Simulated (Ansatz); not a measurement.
Start from `CC(Cl)OCF` and change one atom or group to get `CC(Cl)OBF`.

Ansatz, PBE0-D4/def2-TZVP geometries, multiplicity 1. Each molecule was computed in one conformer, which needn't be the lowest.

| property | `CC(Cl)OCF` |
| --- | --- |
| HOMO–LUMO gap (PBE/def2-TZVPP) / eV | 6.65 |
| HOMO–LUMO gap (ωB97M-V/def2-TZVPP) / eV | 13.64 |
| LUMO energy (PBE0/def2-TZVPP) / eV | 0.69 |
| HOMO energy (B3LYP/def2-TZVPP) / eV | -8.31 |
| LUMO energy (B3LYP/def2-TZVPP) / eV | 0.38 |
| HOMO energy (PBE/def2-TZVPP) / eV | -7.10 |

**Question.** What does the change do to each property? (Estimate.)

**Answer.** Computed: 
```tsv
property	`CC(Cl)OBF`	shift
HOMO–LUMO gap (PBE/def2-TZVPP) / eV	6.00	-0.65
HOMO–LUMO gap (ωB97M-V/def2-TZVPP) / eV	12.76	-0.88
LUMO energy (PBE0/def2-TZVPP) / eV	-0.17	-0.86
HOMO energy (B3LYP/def2-TZVPP) / eV	-8.41	-0.10
LUMO energy (B3LYP/def2-TZVPP) / eV	-0.44	-0.82
HOMO energy (PBE/def2-TZVPP) / eV	-7.23	-0.13
```

With PBE0 the HOMO falls by 0.10 eV and the LUMO falls by 0.86 eV, so the gap narrows by about 0.76 eV. PBE moves the HOMO by -0.13 eV and ωB97M-V by -0.11 eV. The zero-point energy changes by -39.2 kJ/mol with -3 modes.

Positive LUMOs are unbound, so they and the gaps depend on the basis.

B3LYP here is the variant with VWN-RPA as its local correlation; programs differ in this.
